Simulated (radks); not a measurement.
The numbers below are computed, except where a source is named.
The iodine anion I- inside a hard spherical wall (all orbitals vanish at R), configuration held at [Xe] and not refilled when levels cross. Level of theory: scalar-relativistic Kohn-Sham, LDA (Slater exchange, VWN5 correlation), spin-unpolarised, spherical densities, point nucleus (a radial shooting solver on a logarithmic mesh with Libxc functionals). Eigenvalues in eV, with the zero of energy where the potential of the charges vanishes at infinity; a dash marks a level that is unbound or too diffuse for the functional's potential to be trusted. A positive occupied level is held by the wall or, in an anion where self-interaction has pushed it up, behind a barrier. The pressure on the wall is -dE/dV.

| R (bohr) | E (hartree) | kinetic (hartree) | e(4p) | e(4d) | e(5s) | e(5p) | e(6s, empty) | e(5d, empty) | pressure (GPa) |
|---|---|---|---|---|---|---|---|---|---|
| 20 | -7110.76543 | 7462.064 | -119.47 | -42.474 | -10.138 | -0.205 | 2.383 | 2.973 | < 0.0001 |
| 15 | -7110.76541 | 7462.064 | -119.46 | -42.470 | -10.134 | -0.202 | 2.967 | 4.112 | 0.000166 |
| 10 | -7110.76414 | 7462.073 | -119.34 | -42.350 | -10.026 | -0.103 | 4.339 | 6.325 | 0.0269 |
| 5 | -7110.55278 | 7463.142 | -114.65 | -37.725 | -6.332 | 3.748 | 18.494 | 15.858 | 24.4 |
| 2.5 | -7102.63572 | 7491.680 | -77.729 | -2.324 | 33.168 | 51.291 | 153.99 | 83.751 | 5610 |
| 1.5 | -7035.07845 | 7699.850 | 27.012 | 107.88 | 258.68 | 300.33 | 697.80 | 362.15 | 216000 |
